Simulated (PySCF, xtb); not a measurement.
GaHBr₂, SMILES [Br][GaH][Br].

GFN2-xTB run with xtb at its own geometry gives an orbital gap of 4.42 eV and a dipole moment of 3.98 D.

The structure is a stationary point at ωB97X-D3(BJ)/def2-SVP. The structure was generated by enumeration; whether it is a known compound was not checked.

**Question.** What does B3LYP/def2-TZVPD in PySCF give? (An estimate is asked for; the answer gives what the named calculation found.)

**Answer.** gap 6.12 eV (levels -8.25 and -2.13 eV), dipole 1.41 D.
